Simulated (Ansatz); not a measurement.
Stepwise reaction of `FB(F)Cl` with hydrogen sulfide, as a gas-phase model of exchange steps in deposition or etching. ΔE in kJ/mol; ΔG adds harmonic PBE0-D4 terms to CCSD(T)/CBS, at 1 bar.

Gas-phase electronic energies from Ansatz, PBE0-D4/def2-TZVP geometries. CCSD(T)/CBS is the MP2 limit (def2-TZVPP, def2-QZVPP) plus CCSD(T) − MP2 in def2-TZVPP, frozen cores. This one scheme is used for every species. Functionals use def2-TZVPP. B3LYP here is the variant with VWN-RPA as its local correlation; programs differ in this. Each species was taken in one conformer, which may not be the lowest.

| step | reaction | PBE-D4 | B3LYP-D4 | ωB97M-V | CCSD(T)/CBS | ΔG(400 K) |
| --- | --- | --- | --- | --- | --- | --- |
| 1 | `FB(F)Cl` + H₂S → `FB(S)Cl` + H–F | 63.5 | 76.4 | 77.6 | 70.0 | 77.3 |

**Question.** Give the row of step 2, `FB(S)Cl` + H₂S → `SB(S)Cl` + H–F. (Best estimate.)

**Answer.** The calculation gave: 
```tsv
step	reaction	PBE-D4	B3LYP-D4	ωB97M-V	CCSD(T)/CBS	ΔG(400 K)
2	`FB(S)Cl` + H₂S → `SB(S)Cl` + H–F	55.7	67.5	69.2	57.2	67.2
```

**Question.** By hand: ΔE of the 2 steps together at CCSD(T)/CBS.

**Answer.** (70.0) + (57.2) = 127.2 kJ/mol, or 63.6 kJ/mol a step.

In ΔE each step is lower than the one before. All are uphill at CCSD(T)/CBS. ΔG lies between 67.2 and 77.3 kJ/mol a step. PBE-D4 differs from CCSD(T)/CBS by -6.5 to -1.5 kJ/mol a step. Isolated molecules leave out the surface, adducts and barriers. Largest T1 diagnostic: 0.013.
